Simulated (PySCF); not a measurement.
Compound: C3H12N2Si.
SMILES with atom numbers: `[CH3:1][CH2:2][CH2:3][NH:4][SiH2:5][NH2:6]` (hydrogens: H7, H8, H9 on C1; H10, H11 on C2; H12, H13 on C3; H14 on N4; H15, H16 on Si5; H17, H18 on N6)

Geometry (PBE0-D3(BJ)/def2-SVP, Å), atoms numbered from 1 in this order:
```
atom  x, y, z in Å
C1     2.7296    0.5364   -0.0888
C2     1.5267   -0.2396    0.4210
C3     0.3906   -0.3147   -0.5946
N4    -0.7769   -1.0361   -0.1411
Si5   -2.1531   -0.3039    0.5993
N6    -2.7768    0.8950   -0.4738
H7     3.1441    0.0804   -1.0031
H8     2.4585    1.5757   -0.3357
H9     3.5370    0.5736    0.6579
H10    1.1398    0.2187    1.3476
H11    1.8285   -1.2666    0.6953
H12    0.0699    0.7073   -0.8624
H13    0.7736   -0.7589   -1.5338
H14   -0.6216   -2.0247    0.0231
H15   -1.9180    0.4650    1.8679
H16   -3.0337   -1.4728    0.9318
H17   -3.1012    0.6532   -1.4029
H18   -3.2529    1.7108   -0.1085
```

Computed with core-valence-separated Tamm–Dancoff BHandHLYP/aug-pcX-1 (pcseg-1 on H, def2-SVPD on Si) in PySCF, non-relativistic, gas phase, PBE0-D3(BJ)/def2-SVP geometry. No empirical shift is added; at this level the pattern usually sits a few eV under experiment.

(1) What does the C 1s absorption edge look like?

(2) List the nitrogen K-edge absorption lines.

Answers

(1) 
```
E (eV)       f  core hole on  main final orbital
285.28  0.0081            C1       LUMO+1 (68 %)
285.43  0.0161            C2       LUMO+1 (42 %)
285.98  0.0158            C2              spread
285.98  0.0276            C1              spread
286.01  0.0336            C1       LUMO+4 (35 %)
286.27  0.0186            C3         LUMO (32 %)
286.43  0.0033            C2       LUMO+2 (33 %)
286.53  0.0032            C1       LUMO+2 (53 %)
286.59  0.0020            C2         LUMO (35 %)
286.82  0.0204            C3              spread
287.14  0.0058            C1         LUMO (55 %)
287.22  0.0031            C2       LUMO+3 (36 %)
287.24  0.0143            C3       LUMO+2 (32 %)
287.31  0.0022            C1       LUMO+5 (33 %)
287.35  0.0038            C3       LUMO+1 (64 %)
```

The first line with a tenth or more of the strongest one's intensity is at 285.28 eV (f = 0.008), with the hole on C1 (methyl carbon). The strongest listed is at 286.01 eV (f = 0.034; C1).

(2) 
```json
{"E (eV)": "398.90", "f": "0.0081", "core hole on": "N6", "main final orbital": "LUMO (64 %)"}
{"E (eV)": "399.19", "f": "0.0165", "core hole on": "N4", "main final orbital": "LUMO+2 (64 %)"}
{"E (eV)": "399.90", "f": "0.0323", "core hole on": "N6", "main final orbital": "spread"}
{"E (eV)": "400.01", "f": "0.0129", "core hole on": "N4", "main final orbital": "LUMO (62 %)"}
{"E (eV)": "400.38", "f": "0.0212", "core hole on": "N6", "main final orbital": "spread"}
{"E (eV)": "400.78", "f": "0.0135", "core hole on": "N4", "main final orbital": "spread"}
{"E (eV)": "400.94", "f": "0.0092", "core hole on": "N4", "main final orbital": "LUMO+1 (38 %)"}
{"E (eV)": "400.96", "f": "0.0175", "core hole on": "N6", "main final orbital": "LUMO+7 (30 %)"}
{"E (eV)": "401.16", "f": "0.0068", "core hole on": "N6", "main final orbital": "LUMO+2 (41 %)"}
{"E (eV)": "401.16", "f": "0.0011", "core hole on": "N4", "main final orbital": "LUMO+3 (78 %)"}
```

The first line with a tenth or more of the strongest one's intensity is at 398.90 eV (f = 0.008), with the hole on N6 (silicon-bound nitrogen). The strongest listed is at 399.90 eV (f = 0.032; N6).

Roots within 0.03 eV whose holes lie on the same, on equivalent or on shared atoms are summed into one line, and the highest roots are left out, as the search may have cut off their partners. Final orbitals are the ground state's empty Kohn–Sham orbitals.

What length of transition dipole belongs to the line at 286.82 eV?

From f = (2/3) ΔE |μ|² in atomic units, with ΔE = 10.541 Eh and f = 0.0204: |μ| = 0.054 au = 0.14 D.

Only the lowest roots of each edge were sought.

The run took 46 s wall on an Arm Neoverse N1 with one thread, no GPU, shared host with 64 logical CPUs at a one-minute load of 57, and the process peaked at 0.96 GiB of memory.

One conformer stands for the species.
